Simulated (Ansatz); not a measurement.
Isolated molecules relaxed with PBE0-D4/def2-TZVP in Ansatz; ΔE leaves out vibrations. CBS: MP2 limit from def2 TZ/QZ plus the TZ coupled-cluster correction, frozen cores. DFT in def2-TZVPP. B3LYP here is the variant with VWN-RPA as its local correlation; programs differ in this. Each species was taken in one conformer, which may not be the lowest.

Consider the substitution at a C–S bond: `CS[SiH2][AlH][NH2]` + `NC([SiH3])S` → `CNC([SiH3])S` + `[NH2][AlH][SiH2]S`.

`CS[SiH2][AlH][NH2]`:

Cartesian coordinates in Å:
```
C -0.267 1.946 0.675
S -1.693 0.946 1.183
Si -0.789 -1.006 1.187
Al -0.085 -1.461 -1.115
N 1.433 -0.727 -1.656
H -0.618 2.974 0.583
H 0.522 1.910 1.427
H 0.129 1.624 -0.290
H 0.307 -1.045 2.204
H -1.879 -1.901 1.666
H -0.940 -2.237 -2.202
H 2.089 -0.246 -1.062
H 1.791 -0.776 -2.598
```

`NC([SiH3])S`:

Cartesian coordinates in Å:
```
N 0.674 1.016 -0.917
C -0.417 0.437 -0.159
Si -0.067 -1.377 0.247
S -0.685 1.337 1.391
H 0.782 0.552 -1.811
H 0.515 2.004 -1.084
H -1.407 0.510 -0.637
H -1.284 -1.999 0.825
H 1.060 -1.448 1.211
H 0.311 -2.110 -0.996
H 0.519 1.077 1.931
```

`CNC([SiH3])S`:

Cartesian coordinates in Å:
```
C -0.206 0.378 -1.855
N 0.714 0.397 -0.735
C 0.384 -0.568 0.297
Si -0.995 0.043 1.446
S 1.823 -0.955 1.321
H -0.313 -0.616 -2.321
H 0.138 1.080 -2.615
H -1.197 0.701 -1.531
H 1.661 0.221 -1.052
H 0.108 -1.558 -0.111
H -1.427 -1.073 2.325
H -0.455 1.162 2.259
H -2.178 0.530 0.682
H 1.942 0.258 1.890
```

`[NH2][AlH][SiH2]S`:

```xyz
10

N     0.076    1.763    1.515
Al   -0.535    0.254    0.830
Si    0.174   -0.441   -1.407
S     0.871   -2.481   -1.250
H     0.695    2.402    1.042
H    -0.129    2.100    2.442
H    -1.485   -0.645    1.729
H    -0.869   -0.327   -2.469
H     1.372    0.288   -1.910
H    -0.171   -2.913   -0.521
```

**Question.** Is it downhill or uphill in electronic energy at CCSD(T)/CBS, and by how much? (Best estimate.)

**Answer.** The calculation gave: Uphill: ΔE = +14.6 kJ/mol.

**Question.** What do these levels give: PBE0-D4, B3LYP-D4, ωB97X-V, PBE, r2SCAN, MP2/def2-QZVPP? (An estimate is asked.)

**Answer.** The calculation gave: PBE0-D4 15.5, B3LYP-D4 14.9, ωB97X-V 12.8, PBE 15.6, r2SCAN 15.7, MP2/def2-QZVPP 16.0 kJ/mol.

Largest T1 diagnostic among the species: 0.013.
